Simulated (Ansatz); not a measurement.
`F[SiH3]` + `N=C(O)CO` → `OC/C(O)=N\[SiH3]` + H–F  (ligand exchange at the Si–F bond)

Computed with Ansatz on PBE0-D4/def2-TZVP structures; ΔE is electronic, products minus reactants. CCSD(T)/CBS adds triple-zeta CCSD(T) − MP2 to the extrapolated MP2 energy (def2 sets, frozen cores). This one scheme is used for every species. Functionals use def2-TZVPP. B3LYP here is the variant with VWN-RPA as its local correlation; programs differ in this. One conformer a species, not always the lowest.

Q: Is it downhill or uphill in electronic energy at CCSD(T)/CBS, and by how much? (Estimate.)

A: Computed: Uphill: ΔE = +77.4 kJ/mol.

Q: What do these levels give: r2SCAN-D4, PBE0-D4, B3LYP-D4, ωB97X-V, B2PLYP, r2SCAN, B3LYP, MP2/def2-TZVPP, HF/def2-QZVPP, MP2/def2-QZVPP, HF/CBS(def2), CCSD/CBS(def2)? (Best estimate.)

A: Ansatz gave: r2SCAN-D4 77.4, PBE0-D4 70.4, B3LYP-D4 77.3, ωB97X-V 80.7, B2PLYP 85.3, r2SCAN 79.7, B3LYP 90.0, MP2/def2-TZVPP 74.7, HF/def2-QZVPP 102.0, MP2/def2-QZVPP 74.4, HF/CBS(def2) 102.2, CCSD/CBS(def2) 81.4 kJ/mol.

Largest T1 diagnostic among the species: 0.013.

The D4 term adds −12.6 kJ/mol with B3LYP and −7.0 kJ/mol with PBE0; it sums over pairs of atoms, weighted by their polarisabilities, and B3LYP, whose exchange is more repulsive, gets the larger term. In def2-TZVPP, CCSD(T) changes the Hartree–Fock value by −21.3 kJ/mol (the triples alone add −4.0 kJ/mol) and MP2 by −25.5 kJ/mol.
